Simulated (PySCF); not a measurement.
# Re⁺ (rhenium, charge +1): r2SCAN calculation

Configuration: [Xe] 4f14 5d5 6s1, high-spin 7S determinant. All numbers are calculated (PySCF 2.14, scalar relativity by spin-free X2C-1e, in x2c-TZVPPall with one added diffuse shell each of s, p, d, f type (12s8p8d4f1g, 113 functions)).

```
Total energy                        : -16693.37 hartree
One-electron energy                 : -22874.14 hartree
Hartree (Coulomb) energy            : 6517.38 hartree
Exchange-correlation energy         : -336.62 hartree
⟨S²⟩                                : 12.0036
⟨L²⟩                                : 0.000
Sum of ⟨r⟩                          : 42.08 bohr
Sum of ⟨r²⟩                         : 52.59 bohr²
Langevin diamagnetic susceptibility : -41.6 ×10⁻⁶ cm³/mol
Time after the integrals            : of the order of 13 core-seconds
```

| shell | electrons | mean orbital energy (eV) | rms radius, mean of both spins (bohr) |
| --- | --- | --- | --- |
| 1s β | 1 | -71510.1 | 0.0204 |
| 1s α | 1 | -71510.1 | 0.0204 |
| 2s α | 1 | -12430.7 | 0.0824 |
| 2s β | 1 | -12430.3 | 0.0824 |
| 2p α | 3 | -10885.4 | 0.0750 |
| 2p β | 3 | -10885.1 | 0.0750 |
| 3s α | 1 | -2895.4 | 0.211 |
| 3s β | 1 | -2895.4 | 0.211 |
| 3p α | 3 | -2435.3 | 0.212 |
| 3p β | 3 | -2435.2 | 0.212 |
| 3d α | 5 | -1894.5 | 0.194 |
| 3d β | 5 | -1894.3 | 0.194 |
| 4s α | 1 | -616.26 | 0.468 |
| 4s β | 1 | -615.96 | 0.468 |
| 4p α | 3 | -463.77 | 0.499 |
| 4p β | 3 | -463.51 | 0.499 |
| 4d α | 5 | -266.84 | 0.538 |
| 4d β | 5 | -266.52 | 0.538 |
| 5s α | 1 | -95.489 | 1.10 |
| 5s β | 1 | -92.967 | 1.10 |
| 5p α | 3 | -57.531 | 1.28 |
| 5p β | 3 | -54.029 | 1.28 |
| 4f α | 7 | -50.826 | 0.648 |
| 4f β | 7 | -50.212 | 0.648 |
| 5d α | 5 | -14.632 | 1.99 |
| 6s α | 1 | -13.982 | 2.98 |

Spin-orbit coupling, which splits the p, d and f shells strongly at this Z, is absent.

Densities and radii are taken from the X2C orbitals without a picture-change correction, which distorts them close to the nucleus.
